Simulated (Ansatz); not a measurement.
`FC(F)C(F)C(F)(F)C(F)F`. Charge 0, multiplicity 1. The geometry is a stationary point of PBE0-D4/def2-TZVP. It is one conformer, not always the lowest.

```xyz
14

F     0.015   -1.054   -2.656
C     0.387   -0.265   -1.632
F     1.478   -0.824   -1.050
C    -0.750   -0.203   -0.624
F    -1.801    0.405   -1.249
C    -0.422    0.605    0.634
F     0.079    1.814    0.281
F    -1.569    0.812    1.302
C     0.588   -0.051    1.590
F     0.603    0.645    2.737
F     0.181   -1.311    1.855
H     0.655    0.721   -2.021
H    -1.038   -1.218   -0.336
H     1.594   -0.075    1.169
```

Task: What is the dipole moment at ωB97M-V/def2-TZVPP? (Estimate.)

Result: The calculation gave: 1.61 D, with components (1.38, -0.22, -0.78) D in this frame, pointing from negative to positive charge.

Task: And with PBE, r2SCAN, B3LYP? (Estimate.)

Result: Ansatz gave: PBE 1.47 D, r2SCAN 1.54 D, B3LYP 1.61 D.

Task: Give the Mulliken charges with ωB97M-V, PBE, B3LYP in def2-TZVPP. (Best estimate.)

Result: Ansatz gave: 
| atom | ωB97M-V | PBE | B3LYP |
| --- | --- | --- | --- |
| F1 | -0.17 | -0.14 | -0.18 |
| C2 | 0.24 | 0.19 | 0.27 |
| F3 | -0.19 | -0.16 | -0.21 |
| C4 | 0.07 | 0.10 | 0.12 |
| F5 | -0.18 | -0.16 | -0.20 |
| C6 | 0.29 | 0.28 | 0.36 |
| F7 | -0.17 | -0.15 | -0.19 |
| F8 | -0.15 | -0.12 | -0.17 |
| C9 | 0.24 | 0.20 | 0.27 |
| F10 | -0.16 | -0.13 | -0.18 |
| F11 | -0.18 | -0.15 | -0.19 |
| H12 | 0.12 | 0.08 | 0.10 |
| H13 | 0.12 | 0.08 | 0.10 |
| H14 | 0.11 | 0.07 | 0.10 |

B3LYP here is the variant with VWN-RPA as its local correlation; programs differ in this.
